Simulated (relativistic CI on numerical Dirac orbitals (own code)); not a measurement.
## d6 in a ligand field

Computed with a parametric ligand-field model of a d^n configuration (Racah B and C, spin-orbit zeta, crystal field), exact diagonalisation.

Field parameters in Wybourne normalisation: Oh B⁴₀ = 21Dq, B⁴₄ = √(5/14) B⁴₀; Td as Oh with Dq negative (B⁴₀ = 21Dq, B⁴₄ = √(5/14) B⁴₀). The field is a parameter set, without covalency.

Task: A d6 ion in Oh symmetry has the ground term 1A1 and bands at 3T1 12104 cm⁻¹ (826 nm), 5T2 14027 cm⁻¹ (713 nm), 3T2 16429 cm⁻¹ (609 nm), 1T1 19595 cm⁻¹ (510 nm), 1T2 28420 cm⁻¹ (352 nm), 1T2 40478 cm⁻¹ (247 nm), 1E 41108 cm⁻¹ (243 nm). Which parameters reproduce them?

Result: B = 680, C = 3530, ζ = 0 cm⁻¹, Oh, 10Dq = 21850 cm⁻¹.

Task: Ground term and bands for B = 1020, C = 3880, ζ = 0 cm⁻¹, Td, 10Dq = -10400 cm⁻¹?

Result: Ground term 5E with 3.00 electrons in the two orbitals of the cubic e set. Spin-allowed: 5T2 10400 cm⁻¹ (962 nm). Lowest spin-forbidden: 3T1 12542 cm⁻¹ (797 nm), 3E 20428 cm⁻¹ (490 nm), 3T1 21525 cm⁻¹ (465 nm).

Task: Ground term and bands for B = 650, C = 3380, ζ = 0 cm⁻¹, Oh, 10Dq = 10500 cm⁻¹?

Result: Ground term 5T2 with 2.00 electrons in the two orbitals of the cubic e set. Spin-allowed: 5E 10500 cm⁻¹ (952 nm). Lowest spin-forbidden: 1A1 6635 cm⁻¹ (1507 nm), 3T1 8073 cm⁻¹ (1239 nm), 3T2 11277 cm⁻¹ (887 nm).

Task: Ground term and bands for B = 400, C = 1970, ζ = 0 cm⁻¹, Oh, 10Dq = 26900 cm⁻¹?

Result: Ground term 1A1 with 0.02 electrons in the two orbitals of the cubic e set. Spin-allowed: 1T1 25384 cm⁻¹ (394 nm), 1T2 31233 cm⁻¹ (320 nm), 1T2 51469 cm⁻¹ (194 nm), 1E 51945 cm⁻¹ (193 nm). Lowest spin-forbidden: 3T1 21286 cm⁻¹ (470 nm), 3T2 24195 cm⁻¹ (413 nm), 5T2 36710 cm⁻¹ (272 nm).

Task: A d6 ion in Oh symmetry has the ground term 1A1 and bands at 3T1 23349 cm⁻¹ (428 nm), 3T2 27152 cm⁻¹ (368 nm), 1T1 27710 cm⁻¹ (361 nm), 1T2 35339 cm⁻¹ (283 nm), 5T2 40140 cm⁻¹ (249 nm), 1T2 56358 cm⁻¹ (177 nm), 1E 56590 cm⁻¹ (177 nm). Which parameters reproduce them?

Result: B = 530, C = 2060, ζ = 0 cm⁻¹, Oh, 10Dq = 29250 cm⁻¹.
